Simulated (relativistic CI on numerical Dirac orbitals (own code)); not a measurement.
## Slater and spin-orbit integrals, Yb4+

These numbers are calculated, not measured: Dirac-Coulomb-Breit CI, orbitals from a KLI potential per configuration, a model potential for QED, valence Slater integrals scaled by 0.85, P86 correlation energy added to each configuration (own radial code, finite nucleus).

Slater integrals F^k, G^k are unscaled and averaged over j, outside the closed core [Kr] 4d10; ζ comes from projecting the Hamiltonian with its Breit term on Σ l·s of the shell.

- 4f12 5s2 5p6: F^2(4f,4f) = 139760, F^4(4f,4f) = 87794, F^6(4f,4f) = 63193, ζ(4f) = 3044 cm⁻¹; <r>(4f) = 0.694, <r^2>(4f) = 0.6112 (bohr units).
- 4f11 5s2 5p6 5d: F^2(4f,4f) = 145610, F^4(4f,4f) = 91777, F^6(4f,4f) = 66149, ζ(4f) = 3198.4, F^2(4f,5d) = 35293, F^4(4f,5d) = 17034, G^1(4f,5d) = 14279, G^3(4f,5d) = 12375, G^5(4f,5d) = 9633.8, ζ(5d) = 2119.9 cm⁻¹; <r>(4f) = 0.6703, <r^2>(4f) = 0.5626, <r>(5d) = 1.78, <r^2>(5d) = 3.612 (bohr units).
- 4f14 5s2 5p4: F^2(5p,5p) = 77933, ζ(5p) = 35272 cm⁻¹; <r>(5p) = 1.369, <r^2>(5p) = 2.115 (bohr units).

Averages of the first 10 configurations, taken without configuration mixing, which lowers the lowest level and can move excited configurations by several eV; other configurations of the list can lie among them:

```tsv
Configuration	Parity	States	Average energy above the lowest level (eV)
4f12 5s2 5p6	even	91	2.6
4f11 5s2 5p6 5d	odd	3640	21.7
4f14 5s2 5p4	even	15	48.5
4f13 5s2 5p5	even	84	23.8
4f12 5s2 5p5 5d	odd	5460	38.4
4f11 5s2 5p6 6s	odd	728	28.4
4f11 5s2 5p6 6p	even	2184	36.0
4f12 5s2 5p5 5f	even	7644	62.4
4f12 5s2 5p5 6s	odd	1092	44.2
4f12 5s 5p6 5d	even	1820	72.2
```
